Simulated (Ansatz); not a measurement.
```yaml
crystal:
  periodic: [false, false, false]
  atoms:
    - {symbol: C, position_ang: [1.850585, -1.247188, -1.032869]}
    - {symbol: N, position_ang: [0.894815, -0.109916, -1.303006]}
    - {symbol: C, position_ang: [1.287784, 0.528959, -2.583754]}
    - {symbol: Ga, position_ang: [-0.537052, 0.420738, -0.288972]}
    - {symbol: N, position_ang: [-1.780658, 1.445723, -1.128721]}
    - {symbol: N, position_ang: [-0.743341, -0.033099, 1.461742]}
    - {symbol: C, position_ang: [-2.010563, 0.047764, 2.094565]}
    - {symbol: C, position_ang: [0.368880, -0.317433, 2.301069]}
    - {symbol: H, position_ang: [2.860789, -0.847335, -0.794205]}
    - {symbol: H, position_ang: [1.764553, -1.914714, -1.738266]}
    - {symbol: H, position_ang: [1.451152, -1.739139, -0.073373]}
    - {symbol: H, position_ang: [2.273590, 0.907730, -2.510263]}
    - {symbol: H, position_ang: [0.572558, 1.362678, -2.759768]}
    - {symbol: H, position_ang: [1.147521, -0.222170, -3.354098]}
    - {symbol: H, position_ang: [-2.602879, 1.793465, -0.682936]}
    - {symbol: H, position_ang: [-1.951421, 1.340065, -2.148066]}
    - {symbol: H, position_ang: [-1.954258, 0.810185, 2.968232]}
    - {symbol: H, position_ang: [-2.789572, 0.335302, 1.378784]}
    - {symbol: H, position_ang: [-2.255742, -0.937205, 2.617521]}
    - {symbol: H, position_ang: [0.481819, 0.301045, 3.133878]}
    - {symbol: H, position_ang: [1.385965, -0.334321, 1.797834]}
    - {symbol: H, position_ang: [0.240335, -1.421553, 2.731232]}
basis:
  gaussian: {orbitals: aug-pcseg-2}
hamiltonian: {xc: {name: SPW92}}
accuracy: high
```

```sh
$ ansatz run in.yaml --threads 4 --pin off --events-out ev --progress --plain --max-ram 66560MiB --backend cuda --devices 0, --max-vram 37GiB
```

Shortened log:

```
Functional definition: SPW92
10274 factors; integrals over basis functions are off by at most 5.8e-9 eV
mean field evaluation 1: about -61022.2753 eV, gradient 1.5e2 eV
mean field evaluation 2: about -60764.2915 eV, gradient 3.1e2 eV
mean field evaluation 4: about -61065.1785 eV, gradient 4.6e1 eV
mean field evaluation 8: about -61069.2244 eV, gradient 1.1e0 eV
mean field evaluation 16: about -61069.2276 eV, gradient 6.6e-4 eV
mean field -61069.22762949 eV, -2244.2527211745 hartree, gradient 4.5e-8 eV, S^2 0.000000; 0 other end points of the search recorded, 0 dependent functions left out
reference -61069.22763808 eV, -2244.2527214902 hartree; 45, 45 occupied and 658, 658 virtual orbitals, 10274 factors
Total energy: -61069.22763808 eV, -2244.2527214902 hartree
```

Run time 21 s (4 threads of an AMD EPYC 7R13 on a shared host and a share of an NVIDIA H100 80 GB); peak host memory 2.7 GiB.
